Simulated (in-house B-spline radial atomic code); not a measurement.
RPA and G0W0 on BLYP: Br⁵⁺

Configuration [Ar] 3d10 4s2, mean-field start BLYP. Computed with a B-spline radial code for spherical atoms: all electrons, scalar-relativistic (spin-free one-electron X2C), finite nucleus, each spin shell either full or empty, empty states to l = 9 with an (l + 1/2)⁻⁴ tail; G0W0 by contour deformation at full frequency.

Command:
```bash
python run_gw.py task.json out
```
Settings (radii: box in bohr, nucleus in fm):
```
Z                        35
electrons                30
configuration            [Ar] 3d10 4s2
hamiltonian              x2c
method                   b88,lyp
lmax                     9
rms_radius               4.1629
spin_polarised           False
box_radius               10.43
intervals                67
ion_configuration        [Ar] 3d10 4s1
```

Run time, properties included: 3.8 s on 1 thread of Arm Neoverse V2, on a shared host.

Energies (hartree):

```tsv
term	value
mean-field total	-2600.00894
Hartree-Fock functional on these orbitals	-2598.21761
direct second order	-2.6696
second-order exchange	0.77772
SOSEX correction	0.71102
```

Problem. What is the RPA correlation energy, and what remains with SOSEX?

Solution. RPA gives -2.3191 hartree (-2.1 eV per electron); RPA + SOSEX gives -1.6081, and the second-order doubles -1.8919 hartree (no singles). RPA lacks exchange-type terms and so overcorrelates at short range.

Quasi-particle levels (eV):

| level | occupied | mean field | Σx - vxc | Σc | QP weight | G0W0 |
| --- | --- | --- | --- | --- | --- | --- |
| 4s | yes | -81.17 | -4.51 | ? | ? | ? |
| 3d | yes | -137.01 | -19.80 | 3.88 | 0.927 | -152.93 |
| 4p | no | -65.47 | 7.56 | -1.79 | 0.959 | -59.70 |

G0W0 = mean field + (Σx - vxc) + Σc, with Σc (partial-wave tail included) taken at the quasi-particle energy. Only the outer levels were computed. Levels of low weight are left out.

Problem. Where does G0W0 put 4s?

Solution. At -88.09 eV, with Σc = -2.41 eV and a quasi-particle weight of 0.962. The tabulated removal energy is 87.39 ± 0.025 eV (NIST, measured); the calculation leaves out spin-orbit coupling, Breit and QED terms, and what these don't explain is the method's own error.

Problem. What does it cost to remove one electron (to [Ar] 3d10 4s1) by differences of total energies, each species on its own start (correlation terms add to the Hartree-Fock functional)?

Solution. BLYP 88.23 eV, Hartree-Fock functional 85.25 eV, + RPA 87.95 eV, + RPA + SOSEX 87.33 eV, + second order 88.35 eV. Tabulated: 87.39 ± 0.025 eV (NIST, measured); the calculation leaves out spin-orbit coupling, Breit and QED terms, and what these don't explain is the method's own error.
